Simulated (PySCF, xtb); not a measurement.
Si(F)2(I)(OH) (F₂HIOSi), SMILES I[Si](O)(F)F. The values are those of a single conformer.

Harmonic wavenumbers (cm⁻¹) from xtb with GFN2-xTB at its own minimum, in rising order: 136, 149, 202, 216, 256, 273, 463, 753, 853, 911, 1027, 3644.

### Question
What does B3LYP-D3(BJ)/def2-SVP in PySCF 2.14.0 give at its own minimum? (The exact figures need the calculation; the answer reports its results.)

### Answer
117, 177, 192, 235, 323, 331, 440, 754, 861, 961, 998, 3853. Paired by order, the mean absolute difference is 44 cm⁻¹ and the zero-point energies are 12.7 and 13.2 kcal/mol.
